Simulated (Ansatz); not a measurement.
Two members of one family (AlMe2(chelate)), computed with Ansatz in the gas phase. Binding counts from free atoms in the multiplicity of their measured ground term, without zero-point energy. A dash marks a value that wasn't run or was left out as unsound. The structures are stationary points that may keep the symmetry of their start.

First: AlMe2(sacsac) (singlet, charge 0, PBE-D4/def2-SVP geometry).

```xyz
23

Al   -1.2615   -1.2846    0.2583
C    -0.9171   -1.8368   -1.6037
H    -0.1425   -1.2112   -2.0976
H    -1.8379   -1.7692   -2.2226
H    -0.5701   -2.8924   -1.6562
C    -2.5729   -2.1876    1.4203
H    -2.6283   -1.7461    2.4371
H    -2.3296   -3.2659    1.5380
H    -3.5938   -2.1414    0.9831
S    -1.6633    1.0250    0.3122
C    -0.1829    1.7115   -0.2213
C    -0.3282    3.0922   -0.8145
C     1.1174    1.1824   -0.1191
C     1.6396    0.0984    0.6198
C     3.1397    0.0663    0.7975
S     0.7999   -1.1750    1.3900
H     0.6346    3.6375   -0.8532
H    -0.7268    3.0132   -1.8487
H    -1.0672    3.6865   -0.2412
H     1.8954    1.8405   -0.5431
H     3.5453    1.0703    1.0315
H     3.6128   -0.2648   -0.1528
H     3.4374   -0.6487    1.5861
```

```tsv
level	HOMO (eV)	LUMO (eV)	gap (eV)	vertical IE (eV)	vertical triplet (eV)	binding per atom (eV)
PBE-D4/def2-SVP	-5.56	-3.49	2.06	–	–	4.28
PBE-D4/def2-TZVP	-5.66	-3.60	2.06	7.94	1.97	4.25
r2SCAN-D4/def2-TZVP	-5.88	-3.57	2.31	–	1.96	4.17
PBE0-D4/def2-SVP	-6.64	-2.88	3.76	–	–	4.22
PBE0-D4/def2-TZVP	-6.69	-2.94	3.75	8.21	2.01	4.18
```

Second: AlMe2(acac) (singlet, charge 0, PBE-D4/def2-SVP geometry).

```
atom   x (Å)   y (Å)   z (Å)
 Al1  -0.671  -0.075  -1.339
  C2  -0.659   1.537  -2.465
  H3  -0.181   2.404  -1.960
  H4  -1.687   1.850  -2.749
  H5  -0.106   1.368  -3.414
  C6  -1.517  -1.764  -1.884
  H7  -1.357  -2.579  -1.146
  H8  -1.127  -2.126  -2.860
  H9  -2.616  -1.649  -2.007
 O10  -1.278   0.383   0.386
 C11  -0.593   0.412   1.477
 C12  -1.351   0.827   2.709
 C13   0.779   0.082   1.557
 C14   1.551  -0.318   0.442
 C15   3.010  -0.652   0.605
 O16   1.087  -0.423  -0.755
 H17  -0.724   0.838   3.618
 H18  -1.786   1.834   2.546
 H19  -2.207   0.136   2.859
 H20   1.271   0.139   2.535
 H21   3.355  -0.578   1.651
 H22   3.611   0.030  -0.031
 H23   3.193  -1.677   0.224
```

Problem. Estimate the same table for the second.

Solution. 
| level | HOMO (eV) | LUMO (eV) | gap (eV) | vertical IE (eV) | vertical triplet (eV) | binding per atom (eV) |
| --- | --- | --- | --- | --- | --- | --- |
| PBE-D4/def2-SVP | -5.42 | -2.67 | 2.75 | – | – | 4.52 |
| PBE-D4/def2-TZVP | -5.53 | -2.80 | 2.73 | 7.99 | 2.83 | 4.47 |
| r2SCAN-D4/def2-TZVP | -5.76 | -2.67 | 3.10 | – | 2.83 | 4.39 |
| PBE0-D4/def2-SVP | -6.66 | -1.85 | 4.81 | – | – | 4.44 |
| PBE0-D4/def2-TZVP | -6.71 | -1.93 | 4.78 | 8.35 | 2.96 | 4.39 |
